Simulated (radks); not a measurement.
Valence configurations of Be (all share [He]). All-electron calculation, non-relativistic Kohn-Sham, PBEsol, spin-polarised, spherical densities, point nucleus; open shells are filled with parallel spins first. Program: a radial shooting solver on a logarithmic mesh with Libxc functionals. Energies are relative to 2s2; eigenvalues in eV for spin up.

[
 {"valence": "2s2", "E (eV)": "0.000", "moment (Bohr magnetons)": "0", "e(2p)": "-", "e(2s)": "-5.542"},
 {"valence": "2s1.5 2p0.5", "E (eV)": "1.520", "moment (Bohr magnetons)": "1", "e(2p)": "-2.610", "e(2s)": "-6.275"},
 {"valence": "2s1 2p1", "E (eV)": "2.416", "moment (Bohr magnetons)": "2", "e(2p)": "-2.984", "e(2s)": "-6.725"},
 {"valence": "2p2", "E (eV)": "6.148", "moment (Bohr magnetons)": "2", "e(2p)": "-3.366", "e(2s)": "-"}
]

NIST lists [He] 2s2 as the ground configuration; this level of theory agrees among the configurations tried. The energies are those of spherical high-spin densities, not of single terms.
